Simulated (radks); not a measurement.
Q: These are the eigenvalues of the occupied orbitals of an atom or ion with whole-number occupations (Ry). Method: Dirac Kohn-Sham, HCTH/407, spin-unpolarised, spherical densities, point nucleus; computed with a radial shooting solver on a logarithmic mesh with Libxc functionals.

orbital  eigenvalue
1s1/2     -4353.476
2s1/2     -736.4737
2p1/2     -702.2700
2p3/2     -630.2314
3s1/2     -167.2612
3p1/2     -152.1902
3p3/2     -136.9629
3d3/2     -111.2379
3d5/2     -107.9032
4s1/2     -34.66193
4p1/2     -28.59017
4p3/2     -25.13926
4d3/2     -15.13600
4d5/2     -14.50503
5s1/2      -5.79300
5p1/2      -4.09453
5p3/2      -3.62964
4f5/2      -2.35084
4f7/2      -2.25584
5f5/2      -0.46374

Which element is it, and in what charge state? The configuration may be excited. Open shells, if any, fill j = l - 1/2 first.

A: Z = 69, thulium, charge +2: Tm2+ in [Xe] 4f12 5f1. The list shows which subshells hold electrons but not how many an open one holds; the 1s level, -2176.7 hartree, gives Z - s = 66.0 by -(Z - s)^2/2, which with screening and relativity narrows Z to a few neighbours, and the depths of the outer levels then fix element, charge and occupations together.
